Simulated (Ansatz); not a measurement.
S₄, SMILES S1SSS1.

Geometry: B3LYP-D3(BJ)/def2-SVP.

Two levels are set side by side: PBE/def2-SVPD (Ansatz, a quantum-chemistry and plane-wave program) and CAM-B3LYP/def2-SVPD (Ansatz). Energy differences of separate SCF runs at the same geometry; the states with an electron removed or added have multiplicity 2 and 2. Differences are taken from unrounded values.

```csv
quantity,CAM-B3LYP,PBE,PBE minus CAM-B3LYP
vertical ionisation energy (eV),8.67,8.19,-0.48
vertical electron affinity (eV),1.46,1.64,0.18
vertical singlet–triplet gap (eV),1.53,0.92,-0.61
```
